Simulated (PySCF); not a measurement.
A structure optimised at PBE-D3(BJ)/def2-SVP, used in a PySCF frequency run:

```
Si
N 1 1.7500
H 2 1.0240 1 117.85
H 2 1.0243 3 109.53 1 -137.67
H 1 1.5043 2 108.55 3 171.30
H 1 1.5050 5 110.40 2 118.58
Si 1 2.3604 5 106.01 6 115.81
F 7 1.6454 1 108.61 5 63.10
H 7 1.5045 8 106.23 1 -127.05
Cl 7 2.0858 9 107.46 8 115.53
```

Task: Write its SMILES and formula.

Result: N[SiH2][Si@H](F)Cl, ClFH5NSi2

Task: What are its rotational constants (standard atomic weights)?

Result: 3.9595, 1.2517, 1.0193 GHz
